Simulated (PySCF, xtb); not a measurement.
AlH₂Br, SMILES [AlH2][Br].

GFN2-xTB in xtb 6.7.1 at its own geometry gives an orbital gap of 5.13 eV and a dipole moment of 3.15 D.

Geometry: B3LYP-D3(BJ)/def2-TZVP.

Q: What does ωB97X/def2-TZVPD run with PySCF give? (An estimate is asked for; the answer gives what the named calculation found.)

A: gap 10.75 eV (levels -10.62 and 0.13 eV), dipole 1.35 D.
